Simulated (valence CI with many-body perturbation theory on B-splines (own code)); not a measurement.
**E1 line list for Sm L**

Method: configuration interaction combined with many-body perturbation theory (CI+MBPT): three valence electrons over a frozen Dirac-Fock core [Ne], radial functions for each j: 11 s, 11 p, 10 d, 8 f, 5 g, 2 h, with the one-electron correlation potential Σ1 (screened to all orders), the two-electron term Σ2, the three-electron term Σ3, Breit, model QED; selected single and double excitations, second order for the rest, scaled by the run's own slope (own B-spline code, finite nucleus).

The last digits are not significant, and no measured levels were compared; by estimate large intervals hold to a few tenths of a per cent, small ones and those within an open d or f shell to about a per cent.

Lines 151 to 200 of 586 in falling wavelength, among levels below 17140 × 10³ cm⁻¹, chosen from the strongest by gf and those to the six lowest levels. Wavelengths and rates use the calculated energies. Electric multipoles are in the length gauge, E1 and E2 with the static RPA response of the core. Weak lines are less certain than strong ones. Lines between different terms over intervals too small for the method are left out, as are lines whose strength nearly cancels. Where a level lies close to another of its J and parity, the split of strength between their lines is uncertain. The highest levels of a list are the least certain.

Levels are named by their leading jj configuration (3d3/2^4 stands for four electrons in 3d with j = 3/2), which in mixed levels can hold well under half, so a name can repeat and another be missing. Letters in brackets count levels of one name in rising energy.

```csv
λ vac (Å),Upper,Lower,A (s⁻¹),log gf,Branch %
58.23,(3s 3d3/2 3d5/2) J=7/2 [a],(3s 3p3/2 3d3/2) J=5/2 [a],1.14e+11,-0.33,15.6
58.21,(3p1/2 3d3/2 3d5/2) J=7/2 [b],(3p1/2 3p3/2 3d3/2) J=5/2 [b],1.30e+11,-0.28,20.2
58.18,(3s 3p3/2 3d5/2) J=1/2,(3s 3p3/2^2) J=1/2,2.07e+11,-0.68,49.2
58.08,(3d3/2^2 3d5/2) J=1/2,(3p3/2 3d3/2^2) J=1/2,1.14e+11,-0.94,9.7
58.07,(3p1/2 3d3/2 3d5/2) J=9/2,(3p1/2 3p3/2 3d3/2) J=7/2,9.22e+10,-0.33,60.4
58.05,(3d3/2^2 3d5/2) J=5/2 [b],(3p3/2 3d3/2^2) J=3/2 [b],1.34e+11,-0.39,12.3
57.97,(3p3/2 3d3/2 3d5/2) J=5/2 [c],(3p3/2^2 3d3/2) J=5/2,9.55e+10,-0.54,9.5
57.95,(3s^2 3d5/2) J=5/2,(3s^2 3p3/2) J=3/2,1.11e+11,-0.48,100.0
57.94,(3p1/2 3d3/2 3d5/2) J=1/2,(3p1/2 3p3/2 3d3/2) J=1/2 [a],1.30e+11,-0.88,59.4
57.89,(3p1/2 3p3/2 3d5/2) J=3/2 [b],(3p1/2 3p3/2^2) J=1/2,8.64e+10,-0.76,13.9
57.86,(3p3/2 3d5/2^2) J=1/2,(3p3/2^2 3d5/2) J=1/2,2.52e+11,-0.60,27.9
57.86,(3s 3p1/2 3d5/2) J=7/2,(3s 3p1/2 3p3/2) J=5/2,7.83e+10,-0.50,85.8
57.85,(3p3/2 3d3/2 3d5/2) J=5/2 [e],(3p3/2^2 3d3/2) J=3/2 [b],1.14e+11,-0.46,12.5
57.81,(3p3/2 3d5/2^2) J=3/2 [a],(3p3/2^2 3d5/2) J=5/2 [a],1.80e+11,-0.44,27.9
57.80,(3p1/2 3d3/2 3d5/2) J=3/2 [b],(3p1/2 3p3/2 3d3/2) J=1/2 [b],6.41e+10,-0.89,7.4
57.80,(3p1/2 3d3/2 3d5/2) J=3/2 [a],(3p1/2 3p3/2 3d3/2) J=3/2 [a],8.28e+10,-0.78,34.6
57.77,(3p3/2^2 3d5/2) J=3/2,(3p3/2^3) J=3/2,2.65e+11,-0.27,21.2
57.76,(3p1/2^2 3d5/2) J=5/2,(3p1/2^2 3p3/2) J=3/2,6.25e+10,-0.73,36.2
57.74,(3p1/2 3d3/2 3d5/2) J=5/2 [a],(3p1/2 3p3/2 3d3/2) J=5/2 [a],5.64e+10,-0.77,28.0
57.74,(3d3/2 3d5/2^2) J=3/2 [a],(3p3/2 3d3/2 3d5/2) J=3/2 [a],1.20e+11,-0.62,14.8
57.69,(3d3/2 3d5/2^2) J=3/2 [a],(3p3/2 3d3/2 3d5/2) J=5/2 [b],8.21e+10,-0.79,10.2
57.65,(3s 3d3/2^2) J=5/2,(3p1/2 3p3/2^2) J=3/2,5.95e+10,-0.75,5.7
57.52,(3p3/2 3d5/2^2) J=5/2,(3p3/2^2 3d5/2) J=5/2 [a],1.51e+11,-0.35,19.1
57.50,(3d3/2^2 3d5/2) J=3/2,(3p3/2 3d3/2^2) J=3/2 [a],9.01e+10,-0.75,7.7
57.49,(3p3/2^2 3d5/2) J=5/2 [b],(3p3/2^3) J=3/2,3.44e+11,0.01,28.6
57.41,(3p3/2 3d5/2^2) J=3/2 [b],(3p3/2^2 3d5/2) J=5/2 [b],1.46e+11,-0.54,15.3
57.34,(3p1/2 3p3/2 3d5/2) J=5/2 [b],(3p1/2 3p3/2^2) J=3/2,2.10e+11,-0.21,25.5
57.32,(3p1/2 3p3/2 3d5/2) J=7/2 [b],(3p1/2 3p3/2^2) J=5/2,1.77e+11,-0.16,46.2
57.28,(3s 3d5/2^2) J=5/2,(3s 3p3/2 3d5/2) J=3/2 [a],3.33e+10,-1.01,7.9
57.17,(3d3/2 3d5/2^2) J=3/2 [b],(3p3/2 3d3/2 3d5/2) J=5/2 [d],8.58e+10,-0.77,11.7
57.13,(3p3/2 3d5/2^2) J=3/2 [b],(3p3/2^2 3d5/2) J=3/2,3.58e+11,-0.16,37.3
57.04,(3s 3p3/2 3d5/2) J=5/2 [b],(3s 3p3/2^2) J=3/2,2.86e+11,-0.08,31.2
57.04,(3s 3d5/2^2) J=5/2,(3s 3p3/2 3d5/2) J=7/2 [a],4.26e+10,-0.90,10.1
56.90,(3p1/2 3d5/2^2) J=9/2,(3p1/2 3p3/2 3d5/2) J=9/2,3.51e+10,-0.77,18.6
56.87,(3d3/2 3d5/2^2) J=7/2 [a],(3p3/2 3d3/2 3d5/2) J=7/2 [a],7.55e+10,-0.53,10.2
56.85,(3s 3p3/2 3d5/2) J=7/2 [a],(3s 3p3/2^2) J=5/2,1.17e+11,-0.34,42.9
56.68,(3p3/2 3d3/2 3d5/2) J=5/2 [d],(3p3/2^2 3d3/2) J=7/2,4.58e+10,-0.88,5.0
56.67,(3p1/2 3d5/2^2) J=1/2,(3p1/2 3p3/2 3d5/2) J=3/2 [b],2.24e+11,-0.67,60.9
56.65,(3s 3p1/2 3d5/2) J=5/2 [a],(3s 3p1/2 3p3/2) J=3/2 [a],1.32e+11,-0.42,95.6
56.53,(3p1/2 3d5/2^2) J=5/2,(3p1/2 3p3/2 3d5/2) J=5/2 [a],1.23e+11,-0.45,48.3
56.47,(3p3/2 3d3/2 3d5/2) J=5/2 [c],(3p3/2^2 3d3/2) J=3/2 [a],7.15e+10,-0.69,7.1
56.39,(3s 3d3/2 3d5/2) J=5/2 [a],(3s 3p3/2 3d3/2) J=3/2 [a],1.29e+11,-0.43,16.3
56.26,(3d3/2 3d5/2^2) J=1/2,(3p3/2 3d3/2 3d5/2) J=1/2 [a],1.08e+11,-0.99,12.7
56.18,(3s 3p3/2 3d5/2) J=3/2 [b],(3s 3p3/2^2) J=1/2,1.38e+11,-0.58,16.1
56.00,(3p1/2 3d5/2^2) J=3/2,(3p1/2 3p3/2 3d5/2) J=3/2 [a],1.29e+11,-0.62,39.7
55.88,(3s 3d3/2 3d5/2) J=9/2,(3s 3p3/2 3d3/2) J=7/2,1.93e+11,-0.05,30.4
55.85,(3p3/2 3d3/2 3d5/2) J=3/2 [c],(3p3/2^2 3d3/2) J=1/2,1.89e+11,-0.45,15.6
55.84,(3p3/2 3d3/2 3d5/2) J=3/2 [b],(3p3/2^2 3d3/2) J=3/2 [a],1.38e+11,-0.59,12.1
55.76,(3s 3d3/2 3d5/2) J=3/2 [a],(3s 3p3/2 3d3/2) J=1/2 [a],1.26e+11,-0.63,17.3
55.54,(3s 3p1/2 3d5/2) J=5/2 [b],(3s 3p1/2 3p3/2) J=5/2,4.48e+10,-0.91,36.2
```

(1) How does gf follow from A for the line at 57.52 Å?

Answers

(1) gf = 1.4992 × (2J+1)_upper × A / σ², with σ = 1738641 cm⁻¹ and 2J+1 = 6: gf = 0.449.
